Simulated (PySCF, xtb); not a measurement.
Pb(Cl)(SiH3) (ClH₃PbSi), SMILES [SiH3][Pb][Cl] (connectivity only; charge and spin as stated), neutral, multiplicity 1.

GFN2-xTB (xtb) at its own geometry gives an orbital gap of 1.48 eV and a dipole moment of 5.59 D.

Geometry optimised at B3LYP-D3(BJ)/def2-SVP. The def2 effective core potentials stand for the cores of Pb; spin–orbit coupling is left out.

What does HF/def2-TZVPD (PySCF) give? (The exact figures need the calculation; the answer reports its results.)

gap 7.90 eV (levels -8.49 and -0.59 eV), dipole 4.43 D.
